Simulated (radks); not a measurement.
Values are calculated unless marked as measured or tabulated.
Initial-state core-level shifts of the tungsten ion W+ when its valence configuration changes from [Xe] 4f14 5d4 6s1. Level of theory: scalar-relativistic Kohn-Sham, BLYP, spin-polarised, spherical densities, finite nucleus; open shells are filled with parallel spins first (spin-orbit coupling, left out, can overturn this in heavy ions); Fermi nuclear charge, rms radius 5.3658 fm (a radial shooting solver on a logarithmic mesh with Libxc functionals). Shifts are changes of the shell-averaged eigenvalues in eV (positive: less bound); the change of the density at the nucleus, which sets a Mossbauer isomer shift, is in e/bohr^3, on a base of 1.517e+06.

valence                    3p       4p       4d       5s  density at nucleus
4f13 5d4 6s2          -14.969  -13.513  -13.101   -7.118              +194.9
4f14 5d3 6s1 6p1       -4.326   -4.324   -4.331   -4.236               +16.7
4f13 5d4 6s1 6p1      -16.318  -14.866  -14.452   -8.442              +103.4
4f12 5d4 6s2 6p1      -32.755  -29.467  -28.599  -16.006              +328.2
4f14 5d4 6p1           -1.490   -1.494   -1.492   -1.485               -96.8
4f14 5d5               +2.552   +2.552   +2.560   +2.515              -102.1
4f13.5 5d4 6s1 6p0.5   -7.978   -7.297   -7.096   -4.171               +50.3
4f13 5d5 6s1          -11.741  -10.301   -9.882   -4.007               +85.0
4f13.5 5d3 6s2 6p0.5  -11.224  -10.527  -10.333   -7.289              +167.3
